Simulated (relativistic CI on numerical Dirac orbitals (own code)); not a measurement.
# Ni+ (3d9) in a crystal field

Calculated by Dirac-Coulomb-Breit CI, orbitals from a KLI potential per configuration, QED by a radiative potential, valence Slater integrals scaled by 0.8, one configuration in a parametric crystal field (own radial code).

Field parameters in Wybourne normalisation: D4h B²₀ = −7Ds, B⁴₀ = 21(Dq − Dt), B⁴₄ = 21√(5/14) Dq. The field is a parameter set, without covalency.

S is read from ⟨S²⟩ = S(S + 1).

Levels (cm⁻¹, degeneracy): 0 (2), 2264 (2), 7814 (2), 8479 (2), 10730 (2).

(1) Which field gives this pattern?
A. D4h, 10Dq = 8300, Ds = 550, Dt = 90 cm⁻¹
B. D4h, 10Dq = 8300, Ds = 3000, Dt = 90 cm⁻¹
C. D4h, 10Dq = 8300, Ds = 2590, Dt = 90 cm⁻¹
D. D4h, 10Dq = 8300, Ds = -680, Dt = 90 cm⁻¹

## Answers

(1) D. D4h, 10Dq = 8300, Ds = -680, Dt = 90 cm⁻¹, ground level with S = 0.50.
